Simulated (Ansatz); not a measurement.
Program: Ansatz. Geometries: PBE0-D4/def2-TZVP. ΔE: electronic, gas phase. CCSD(T)/CBS adds triple-zeta CCSD(T) − MP2 to the extrapolated MP2 energy (def2 sets, frozen cores). DFT in def2-TZVPP. HSE06 is defined as in plane-wave codes. def2 core potentials past Kr. For I outer-core shells are correlated without core-valence functions, which leaves a few kJ/mol of doubt a bond. One conformer a species, not always the lowest.

`C=NC[SiH3]` + HI → `[SiH3]I` + `C=NC`  (ligand exchange at the Si–C bond)

(1) Is it downhill or uphill in electronic energy at CCSD(T)/CBS, and by how much? (Best estimate.)

(2) What do these levels give: PBE-D4, BLYP-D4, r2SCANh-D4, r2SCAN0-D4, HSE06-D4, CAM-B3LYP-D4, PBE, r2SCAN0, HSE06, CCSD/def2-SVP, SCS-MP2/def2-QZVPP, CCSD/CBS(def2)? (Best estimate.)

(3) What do rigid-rotor, harmonic-oscillator terms from PBE0-D4/def2-TZVP frequencies (298.15 K, 1 bar) make of the CCSD(T)/CBS value? (Best estimate.)

Largest T1 diagnostic among the species: 0.012.

Results:

(1) Ansatz gave: Downhill: ΔE = -94.8 kJ/mol.

(2) Ansatz gave: PBE-D4 -89.1, BLYP-D4 -84.5, r2SCANh-D4 -93.8, r2SCAN0-D4 -95.8, HSE06-D4 -93.7, CAM-B3LYP-D4 -87.0, PBE -91.5, r2SCAN0 -96.9, HSE06 -95.7, CCSD/def2-SVP -84.7, SCS-MP2/def2-QZVPP -96.9, CCSD/CBS(def2) -96.2 kJ/mol.

(3) The calculation gave: ΔZPE = +13.0 kJ/mol, ΔH = -83.7 kJ/mol, ΔS = 10 J/(mol·K), ΔG = -86.6 kJ/mol.

The D4 term adds +3.6 kJ/mol with B3LYP and +2.2 kJ/mol with PBE0; it sums over pairs of atoms, weighted by their polarisabilities, and B3LYP, whose exchange is more repulsive, gets the larger term. In def2-TZVPP, CCSD(T) changes the Hartree–Fock value by +16.7 kJ/mol (the triples alone add +1.4 kJ/mol) and MP2 by +10.0 kJ/mol.

B3LYP here is the variant with VWN-RPA as its local correlation; programs differ in this.
